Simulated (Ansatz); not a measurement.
CH$_{5}$BrClNOSi (SMILES CO[Si](N)(Cl)Br), singlet, geometry from GFN2-xTB; R2SCAN/def2-TZVPPD run with Ansatz (a program for electronic structure).

Input for Ansatz:
Ansatz 0.2 input:
```yaml
crystal:
  periodic: [false, false, false]
  atoms:
    - {symbol: C, position_ang: [-1.39801632, 1.84718689, -1.40195016]}
    - {symbol: O, position_ang: [-0.37276911, 1.66405698, -0.46177753]}
    - {symbol: Si, position_ang: [0.49226437, 0.34449295, -0.15278857]}
    - {symbol: N, position_ang: [1.38721925, -0.18186950, -1.51816336]}
    - {symbol: Cl, position_ang: [1.53191291, 0.84816481, 1.48769186]}
    - {symbol: Br, position_ang: [-0.85869802, -1.35584390, 0.22990849]}
    - {symbol: H, position_ang: [-1.00393263, 1.76378959, -2.41596502]}
    - {symbol: H, position_ang: [-2.18349502, 1.10098008, -1.26390507]}
    - {symbol: H, position_ang: [-1.80889133, 2.84386854, -1.24670687]}
    - {symbol: H, position_ang: [1.96469823, 0.47683517, -2.01426812]}
    - {symbol: H, position_ang: [1.81154695, -1.09513061, -1.52460900]}
basis:
  gaussian:
    orbitals: def2-TZVPPD.json
hamiltonian:
  xc: r2scan
```
The basis file holds def2-TZVPPD in the JSON format of the Basis Set Exchange.

Q: Predict the main parts of the log of this Ansatz run.

A: 
```
Functional definition: r2SCAN
1881 factors; their error is unknown
mean field evaluation 1: about -95092.0154 eV, gradient 8.5e1 eV
mean field evaluation 2: about -95055.0068 eV, gradient 1.5e2 eV
mean field evaluation 4: about -95105.2913 eV, gradient 1.3e1 eV
mean field evaluation 8: about -95105.5588 eV, gradient 3.5e-1 eV
mean field evaluation 16: about -95105.5209 eV, gradient 1.6e-3 eV
mean field -95105.52088315 eV, -3495.0634276184 hartree, gradient 1.8e-5 eV, S^2 0.000000; 0 other end points of the search recorded, 0 dependent functions left out
reference -95105.52090741 eV, -3495.0634285101 hartree; 46, 46 occupied and 309, 309 virtual orbitals, 1881 factors
Total energy: -95105.52090741 eV, -3495.0634285101 hartree
```
